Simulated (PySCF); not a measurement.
An unknown gives this computed stick spectrum. Level of theory: PySCF, TDDFT wB97X-D/def2-SVPD, vertical, gas phase, core orbitals frozen in the response. Geometries: GFN2-xTB, one conformer each.

| state | E (eV) | λ (nm) | f |
| --- | --- | --- | --- |
| S1 | 6.58 | 188.4 | 0.016 |
| S2 | 6.67 | 185.8 | 0.119 |
| S3 | 6.86 | 180.6 | 0.053 |
| S4 | 6.97 | 177.8 | 0.0048 |
| S5 | 7.03 | 176.4 | 0.015 |
| S6 | 7.10 | 174.7 | 0.0033 |
| S7 | 7.41 | 167.4 | 0.024 |
| S8 | 7.55 | 164.2 | 0.017 |

Question: Which candidate is it? All have the formula C6H6N2.
A. `CC/C(C#N)=C/C#N`
B. `C#CCn1cccn1`
C. `C=C[C@H](C#N)CC#N`
D. `CCC=C(C#N)C#N`

Answer: B. Its S1 lies at 6.58 eV; the nearest of the others has S1 at 5.74 eV. S1 is HOMO-2→LUMO+2 (26%), HOMO-1→LUMO (16%), HOMO-2→LUMO (16%). Löwdin shares by element: HOMO carbon 53% or more, nitrogen 35%; LUMO nitrogen 25%, carbon 24% or more (atoms not listed hold the other 50%). At the same level the other candidates give, for their lowest levels:
- `C=C[C@H](C#N)CC#N`: 7.50 eV (f 0.338); 7.73 eV (f 0.002); 7.80 eV (f 0.005); 7.96 eV (f 0.001); 8.03 eV (f 0.020); T1 4.62 eV; HOMO -10.52, LUMO 0.93 eV
- `CCC=C(C#N)C#N`: 5.74 eV (f 0.425); 6.44 eV (f 0.000); 6.58 eV (f 0.001); 6.75 eV (f 0.001); 7.14 eV (f 0.054); T1 3.46 eV; HOMO -10.29, LUMO -0.83 eV
- `CC/C(C#N)=C/C#N`: 5.50 eV (f 0.408); 6.02 eV (f 0.000); 6.06 eV (f 0.000); 6.96 eV (f 0.000); 7.08 eV (f 0.057); T1 3.24 eV; HOMO -10.25, LUMO -1.03 eV

Conformer computed: `[CH:1]#[C:2][CH2:3][n:4]1[cH:5][cH:6][cH:7][n:8]1`: C2–C3–N4–C5 55°.
Triplets come from the Tamm–Dancoff approximation.
